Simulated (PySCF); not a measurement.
All values below come from PBE-D3(BJ)/def2-TZVP // PBE0-D3(BJ)/def2-SVP (PySCF 2.14.0). Isolated molecules, 0 K electronic values unless said otherwise. One relaxed conformer stands for a flexible species; it need not be the lowest. Delta-SCF ions had no search for a lower state. Excitations are Tamm–Dancoff values on a coarser integration grid. The basis has no diffuse functions, so Rydberg states are missing or too high.

Reference species (SMILES): `Bc1cc(S)co1` (neutral, multiplicity 1).

- brightest of the four lowest singlets (TDA) = 4.68 eV
- vertical ionisation energy (Delta-SCF) = 8.84 eV
- S1 oscillator strength = 0.008
- HOMO = -6.05 eV

Changed species: `Bc1cocc1S`.

**Question.** Give the shifts of the brightest of the four lowest singlets (TDA), vertical ionisation energy (Delta-SCF), S1 oscillator strength and HOMO.

**Answer.** the brightest of the four lowest singlets (TDA) rises by 0.19 eV, to 4.87 eV; the vertical ionisation energy (Delta-SCF) decreases by 0.60 eV, to 8.24 eV; the S1 oscillator strength hardly moves; the HOMO rises by 0.65 eV, to -5.40 eV.
